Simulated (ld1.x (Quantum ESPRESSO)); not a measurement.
**Logarithmic derivatives: chromium (Cr), TM**

ld1.x (Quantum ESPRESSO) 7.5 input, shortened:

```
&input
   title='Cr', zed=24., rel=1, dft='PBE', iswitch=3,
   config='[Ar] 3d5.5 4s0.5 4p0'
 /
 &inputp
   pseudotype=2, tm=.true., lloc=-1, rcloc=1.35,
   nlcc=.true., new_core_ps=.true., rcore=1.10
 /
3
4S  1  0   0.50   0.00  1.90  1.90  0.0
3P  2  1   6.00   0.00  1.10  1.10  0.0
3D  3  2   5.50   0.00  1.90  1.90  0.0
 &test
   configts(1)='3p6 3d5.5 4s0.5 4p0'
 /
```

The phase is arctan(r·u′/u) with u = r·R(r), unwrapped; energies in Ry, scanned from -5 to 5 Ry. A pole is an energy at which the radial function vanishes at the test radius. The pseudo phase is shifted by a multiple of π to meet the all-electron one at the reference energy, and phase errors are pseudo minus all-electron; the curves can meet again beyond the range given. Levels narrower than the energy grid can be missing from the lists of poles.

```
channel  radius (bohr)  reference energy (Ry)  poles, all-electron  poles, pseudo  unbroken range about the reference energy with phases within 0.05 rad  phase error 1 Ry above the reference energy (rad)
      s           2.05                  -0.27                 none    -3.59, 4.20                                                            -3.3 to 1.3                                             -0.023
      p           2.05                  -3.25                -3.04          -3.04                                                        the whole range                                             -0.000
      d           2.05                  -0.14                 0.47           0.48                                                              below 2.2                                             +0.009
```

Note: ghost state, extra bound levels that the all-electron valence spectrum of the same l lacks: s at -49.7 eV. A true bound ghost makes a file unfit for plane-wave use.

Phases in the p channel:

```
E (Ry)  all-electron  pseudo
 -5.00         1.306   1.306
 -4.74         1.290   1.290
 -4.48         1.268   1.268
 -4.22         1.234   1.234
 -3.96         1.174   1.174
 -3.70         1.025   1.025
 -3.44         0.112   0.112
 -3.18        -1.419  -1.420
 -2.92        -1.635  -1.635
 -2.66        -1.711  -1.711
 -2.40        -1.754  -1.754
 -2.14        -1.786  -1.786
 -1.88        -1.812  -1.812
 -1.62        -1.836  -1.836
 -1.36        -1.861  -1.861
 -1.10        -1.886  -1.886
 -0.84        -1.914  -1.914
 -0.58        -1.946  -1.946
 -0.32        -1.982  -1.983
 -0.06        -2.027  -2.027
  0.20        -2.082  -2.083
  0.46        -2.151  -2.153
  0.72        -2.243  -2.245
  0.98        -2.367  -2.370
  1.24        -2.540  -2.545
  1.50        -2.779  -2.788
  1.76        -3.090  -3.102
  2.02        -3.432  -3.445
  2.28        -3.736  -3.748
  2.54        -3.969  -3.978
  2.80        -4.136  -4.143
  3.06        -4.256  -4.262
  3.32        -4.344  -4.350
  3.58        -4.412  -4.416
  3.84        -4.464  -4.469
  4.10        -4.507  -4.511
  4.36        -4.542  -4.545
  4.62        -4.571  -4.575
  4.88        -4.596  -4.600
```
